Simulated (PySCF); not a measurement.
# Computed records: CH5Al2, CH4Al2Cl

All values are calculated (PySCF 2.14.0). Calculation on a computer-drawn molecule: the log of a Hartree-Fock and frozen-core CCSD(T) single point meant for a local Hartree-Fock minimum, with one planted fault or none, to be diagnosed. Offsets are logged minus clean, where the clean run is the same molecule without the fault. The reference is restricted for singlets and unrestricted otherwise, and also for a bond in bohr or an excited solution. Adding or removing an electron swaps singlet and doublet. The excited solution moves the top pair (singlet) or top alpha electron (doublet) to the lowest empty orbital. Highest occupied and lowest empty are orbital energies over both spins, largest force is the largest gradient component, triples share is (T) over the correlation energy, the T1 limit is 0.02 restricted and 0.045 unrestricted, electrons count all cores, a negative frequency is imaginary (commonest isotopes), and the dipole is about the centre of nuclear charge.

Common to all runs: meant basis cc-pV(D+d)Z; logged SCF converged yes; logged CC converged yes; logged SCF stable within its kind yes; possible faults no fault, one electron removed, one electron added, multiplicity raised by two, geometry at a saddle point, SCF held on an excited solution, minimal basis STO-3G, one bond length entered in bohr, all coordinates scaled.

(1) CH5Al2

Logged structure:
```xyz
8
CH5Al2
C      0.1641    -1.7811    -1.6135
Al     0.3257     0.0163    -0.9048
Al    -0.7861     0.3613     1.5709
H     -0.8833    -2.0932    -1.6801
H      0.6007    -1.8419    -2.6140
H      0.6796    -2.5061    -0.9747
H      0.9398     1.3750    -1.3670
H     -1.4179     0.5745     2.9871
```

* meant charge: 1
* meant multiplicity: 1
* logged electrons: 36
* logged basis functions: 85
* logged spin squared: 2.0067
* logged highest occupied: -12.171 eV
* logged lowest empty: -6.7998 eV
* logged largest force: 0.017085 hartree/bohr
* logged T1 diagnostic: 0.022148
* logged D1 diagnostic: 0.091926
* logged triples share: 0.027694
* logged dipole magnitude: 2.0697 debye
* logged energy HF: -524.27192 hartree
* logged energy CCSD(T): -524.56348 hartree
* planted fault: ?

Drawn bonds:
```
atom  other atom  order
   1           2      1
   2           3      1
   1           4      1
   1           5      1
   1           6      1
   2           7      1
   3           8      1
```

(2) CH4Al2Cl

Logged structure:
```xyz
8
CH4Al2Cl
C     -2.1197     1.2686    -0.6111
Al    -0.2090     0.7975    -0.7071
Al     1.7145     2.5348    -0.1415
Cl     2.5782     2.5788     1.8305
H     -2.3270     2.1722    -0.0313
H     -2.6979     0.4458    -0.1743
H     -2.5159     1.4246    -1.6229
H      0.2090    -0.5771    -1.3863
```

* meant charge: 0
* meant multiplicity: 2
* logged electrons: 53
* logged basis functions: 36
* logged spin squared: 0.7887
* logged highest occupied: -3.9443 eV
* logged lowest empty: 6.0146 eV
* logged largest force: 0.035173 hartree/bohr
* logged T1 diagnostic: 0.011268
* logged D1 diagnostic: 0.040442
* logged triples share: 0.012745
* logged dipole magnitude: 3.9448 debye
* logged energy HF: -972.38063 hartree
* logged energy CCSD(T): -972.51936 hartree
* planted fault: ?

Drawn bonds:
```
atom  other atom  order
   1           2      1
   2           3      1
   3           4      1
   1           5      1
   1           6      1
   1           7      1
   2           8      1
```

Q: Which fault was planted in the run of CH5Al2 (entry 1)?
A: multiplicity raised by two

Q: Which fault was planted in the run of CH4Al2Cl (entry 2)?
A: minimal basis STO-3G

Further results for CH5Al2 (entry 1):

* HF energy offset from clean run: 58.02 kcal/mol
* CCSD(T) energy offset from clean run: 65.76 kcal/mol

Further results for CH4Al2Cl (entry 2):

- HF energy offset from clean run: 7035 kcal/mol
- CCSD(T) energy offset from clean run: 7231 kcal/mol
